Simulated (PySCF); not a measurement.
**How methods differ on the ionisation energy of Fe²⁺**

Fe²⁺ [Ar] 3d6 [3d3/2^4 3d5/2^2, M_J = 4] → Fe³⁺ [Ar] 3d5 [3d3/2^4 3d5/2^1, M_J = 5/2], as a difference of total energies. Calculation: PySCF 2.14, in x2c-SVPall-2c; the two-component X2C-1e Hamiltonian. Correlated levels: [Ne] frozen; the 6 highest virtual spinors dropped. "Screened" scales the spin-orbit matrix elements by Boettger's factors to mimic the two-electron term; Breit and QED terms are absent.

| method | ionisation energy (eV) | error (eV) |
| --- | --- | --- |
| GHF (spin-free) | 28.479 | -2.172 |
| GMP2 (spin-free) | 29.762 | -0.889 |
| GHF (screened spin-orbit) | 28.529 | -2.122 |
| GMP2 (screened spin-orbit) | 29.812 | -0.839 |

Reference: 30.651 ± 0.012 eV (measured; NIST Atomic Spectra Database, ionization energies).

Errors of the correlated levels include the incompleteness of this basis and the frozen core.

The labels give the starting determinants; with spin-orbit coupling the two ends relaxed to ⟨J²⟩ = 20.01, ⟨L²⟩ = 6.01, ⟨S²⟩ = 6.00 and ⟨J²⟩ = 8.75, ⟨L²⟩ = 0.00, ⟨S²⟩ = 8.75.
